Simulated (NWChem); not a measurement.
# ZnBrF; SMILES [F][Zn][Br]

```xyz
3

Zn    -0.2153     0.7148     0.0000
F     -0.5486     2.4215     0.0000
Br     0.2101    -1.4638     0.0000
```
Atoms are numbered in this order, from 1.

All runs: NWChem. Pople sets run with spherical d functions. Geometry: optimised at PBE0/def2-SVP. Vzz is the largest principal value of the second derivative of the potential at the nucleus (NWChem prints the opposite sign); η is the asymmetry. Non-relativistic.

```
level                  Vzz Zn1 (a.u.)  η Zn1  Vzz Br3 (a.u.)  η Br3  relative time
---------------------  --------------  -----  --------------  -----  -------------
B3LYP/def2-TZVP                -1.890   0.00           4.156   0.00              5
B3LYP/cc-pVTZ                  -1.956   0.00           4.014   0.00            200
Hartree-Fock/def2-SVP          -1.593   0.00           3.268   0.00              1
Hartree-Fock/6-31G*            -1.655   0.00           2.744   0.00              2
```

Times are rough ratios from one shared machine.
